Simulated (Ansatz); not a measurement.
Reaction (atomization): `[CH3][Ga]([CH3])[TeH]` → 2 C• + Ga• + 7 H• + Te•

Gas-phase electronic energies from Ansatz, PBE0-D4/def2-TZVP geometries. CBS: MP2 limit from def2 TZ/QZ plus the TZ coupled-cluster correction, frozen cores. This one scheme is used for every species, atoms too. DFT in def2-TZVPP. B3LYP here is the variant with VWN-RPA as its local correlation; programs differ in this. No spin–orbit coupling; open shells (•) take unrestricted orbitals. Spin–orbit coupling would lower the free atoms: a little for C; clearly for Ga; strongly for Te. def2 core potentials past Kr. Bonds to Ga, Te are less sure, by a few kJ/mol each and by 10 to 20 or more in all where they break to atoms, as the def2 sets lack core-valence functions. Scalar relativity is left out up to krypton.

```tsv
level	ΔE (kJ/mol)	difference from CCSD(T)/CBS
LDA (SPW92)	4086.6	444.2
PBE-D4	3651.8	9.4
r2SCAN-D4	3627.6	-14.8
PBE0-D4	3620.5	-21.9
r2SCAN0-D4	3596.2	-46.2
BHLYP-D4	3540.3	-102.1
CAM-B3LYP-D4	3615.4	-27.0
PBE-QIDH	3611.0	-31.4
PBE	3627.8	-14.6
revPBE	3511.1	-131.3
B3LYP	3566.3	-76.1
BHLYP	3505.2	-137.2
SCS-MP2/def2-TZVPP	3566.0	-76.4
CCSD/def2-TZVPP	3512.3	-130.1
CCSD(T)/def2-TZVPP	3559.9	-82.5
HF/def2-QZVPP	2689.5	-952.9
CCSD(T)/CBS	3642.4	0
```

Largest T1 diagnostic among the species: 0.013.

From r2SCAN to r2SCAN0 (25 % exact exchange), in def2-TZVPP and without D4, ΔE moves by −32.7 kJ/mol: exact exchange takes away binding that semilocal exchange gives to molecules. In def2-TZVPP, CCSD(T) changes the Hartree–Fock value by +871.4 kJ/mol (the triples alone add +47.6 kJ/mol) and MP2 by +889.2 kJ/mol; breaking electron pairs costs correlation energy, which Hartree–Fock lacks.

For atomizations the MP2-based limit and the directly extrapolated one differ by several kJ/mol either way, and by 10 to 25 for some Ge, Se and Sn compounds, so smaller differences from it don't rank the levels.
